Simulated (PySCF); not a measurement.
Species: C2H4ClGeN.
SMILES with atom numbers: `[N:1]#[C:2][CH2:3][GeH2:4][Cl:5]` (hydrogens: H6, H7 on C3; H8, H9 on Ge4)

Geometry (PBE0-D3(BJ)/def2-SVP, Å), atoms numbered from 1 in this order:
```xyz
9
C2H4ClGeN angstrom
N     -0.981    2.600   -1.426
C     -0.798    1.460   -1.338
C     -0.527    0.043   -1.227
Ge     1.406   -0.341   -1.292
Cl     2.066    0.225   -3.262
H     -0.933   -0.347   -0.280
H     -1.008   -0.501   -2.054
H      1.626   -1.851   -1.125
H      2.170    0.502   -0.267
```

Level of theory: PySCF 2.14.0, density-fitted response routines, TDDFT PBE0/def2-SVPD, vertical, gas phase, core orbitals frozen in the response. Relativistic effects, spin–orbit coupling among them, are left out although an element past zinc is present.

Frontier orbitals with the atoms that hold most of them (Löwdin shares over 4%, at most four atoms; ? is withheld):

| orbital | ε (eV) | atoms |
| --- | --- | --- |
| HOMO-3 | -9.66 | Cl5 46%, N1 24%, C2 18%, C3 5% |
| HOMO-2 | -9.62 | N1 42%, C2 33%, Cl5 10%, C3 7% |
| HOMO-1 | -9.18 | ? |
| HOMO | -8.89 | Cl5 29%, N1 22%, C3 16%, C2 14% |
| LUMO | -0.78 | ? |
| LUMO+1 | -0.21 | Ge4 32%, H8 15%, N1 14%, C3 11% |
| LUMO+2 | 0.00 | Ge4 28%, C3 15%, C2 14%, Cl5 10% |

**Question.** Which atoms hold the LUMO, and with what shares?

**Answer.** Ge4 (bonded to C, Cl and 2 H) 35%; Cl5 (bonded to Ge) 28%; H8 (bonded to Ge) 12%; H9 (bonded to Ge) 11%. By element: germanium 35%, chlorine 28%, hydrogen 23% or more.

**Question.** Which atoms hold the HOMO-1, and with what shares?

**Answer.** Cl5 (bonded to Ge) 73%; Ge4 (bonded to C, Cl and 2 H) 13%; H8 (bonded to Ge) 6%; H9 (bonded to Ge) 6%. By element: chlorine 73%, germanium 13%, hydrogen 12% or more.

**Question.** The HOMO–LUMO gap is 8.10 eV. Where does the response calculation put the lowest singlet, and from which orbitals?

**Answer.** S1 is at 6.80 eV (f = 0.018), 1.30 eV below the gap, made of HOMO→LUMO (91%). Without the coupling terms of the response equations the lowest excitation would equal the gap.

**Question.** One configuration dominates each of S1, S2, S4 and S8. Which, and how do the shares of the two leading atoms of either orbital change from the occupied to the empty one?

**Answer.** 
- S1 (6.80 eV, f 0.018), HOMO→LUMO (91%): Cl5 29% → 28%, N1 22% → at most 12%, Ge4 at most 15% → 35%
- S2 (6.93 eV, f 0.017), HOMO-1→LUMO (95%): Cl5 73% → 28%, Ge4 13% → 35%
- S4 (7.49 eV, f 0.071), HOMO→LUMO+1 (71%): Cl5 29% → at most 11%, N1 22% → 14%, Ge4 at most 15% → 32%, H8 at most 15% → 15%
- S8 (7.84 eV, f 0.0089), HOMO-1→LUMO+1 (88%): Cl5 73% → at most 11%, Ge4 13% → 32%, H8 6% → 15%

Time: 2.0 min (grids of density and orbitals included); peak memory 0.67 GiB. Hardware: one thread, Arm Neoverse V1 (aarch64) (shared host).

One conformer stands for the species.
